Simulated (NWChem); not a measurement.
# C4H6Si; SMILES C(C#C[SiH3])=C

All runs: NWChem. Medium grid unless said otherwise, to which SCAN and Minnesota functionals are sensitive. Coordinates come from a PBE0/def2-SVP optimisation. Total energies of different functionals are on different scales.

```csv
level,energy (Ha),highest occupied level (eV),orbital gap (eV),dipole (D)
PBE/def2-SVP,-444.8718,-6.10,3.95,1.02
B3LYP/def2-SVP,-445.2635,-6.89,5.49,1.07
TPSSh/def2-SVP,-445.2780,-6.53,4.88,1.13
M06-2X/def2-SVP,-445.1394,-8.25,7.88,1.05
PBE0/def2-SVP,-444.9178,-7.17,5.89,1.11
BLYP/def2-SVP,-445.1592,-5.87,3.94,1.01
```
